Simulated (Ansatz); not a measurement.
The same path of a periodic cell of 13 atoms, GaRe12 (surface Re(0001), adsorbate Ga) was run twice with different band settings. Lost on the way: Re9–Ga13. Made: Re10–Ga13.

Computed with DFT PBE, scalar-relativistic, plane waves, PAW in Ansatz. Settings: cutoff 420 eV, k mesh 4x4x1, gaussian smearing 0.15 eV, no spin polarisation.

Relaxed end points:

```xyz
13
Lattice="5.5200 0.0000 0.0000 2.7600 4.7805 0.0000 0.0000 0.0000 16.4574" Properties=species:S:1:pos:R:3
Re 0.000 0.000 1.000
Re 2.760 0.000 1.000
Re 1.380 2.390 1.000
Re 4.140 2.390 1.000
Re 0.000 1.593 3.155
Re 2.758 1.593 3.166
Re 1.379 3.983 3.167
Re 4.140 3.985 3.165
Re 0.000 0.041 5.362
Re 2.762 0.000 5.332
Re 1.342 2.369 5.363
Re 4.172 2.372 5.360
Ga 2.753 3.188 7.415
```

```xyz
13
Lattice="5.5200 0.0000 0.0000 2.7600 4.7805 0.0000 0.0000 0.0000 16.4574" Properties=species:S:1:pos:R:3
Re 0.000 0.000 1.000
Re 2.760 0.000 1.000
Re 1.380 2.390 1.000
Re 4.140 2.390 1.000
Re -0.002 1.593 3.166
Re 2.760 1.593 3.155
Re 1.380 3.985 3.165
Re 4.139 3.983 3.167
Re 0.002 0.000 5.332
Re 2.760 0.041 5.362
Re 1.412 2.372 5.360
Re 4.102 2.369 5.363
Ga 5.513 3.188 7.415
```

Common settings: spring 5.0 eV/Å²; force threshold 0.05 eV/Å; end points relaxed; atoms held 1 to 4.

| run | movable images | climbing image | optimiser | start path | iteration limit |
| --- | --- | --- | --- | --- | --- |
| 1 | 5 | yes | fire | straight line | 67 |
| 2 | 6 | from the first iteration | quadratic models (default) | default | 50 |

Q: What does each run give, and how far can it be trusted?

A: Run 1: converged after 31 iterations, highest image 0.139 eV above the first end. By the program's own check the climbing image is a first-order saddle point (lowest curvatures found: -0.34 and 1.47 eV/Å²).
Run 2: converged after 9 iterations, highest image 0.139 eV above the first end. The order of the point at the top wasn't checked.
Limits of this set-up: coarse k mesh, thin slab, slab without dipole correction, a typed lattice constant that wasn't relaxed here.
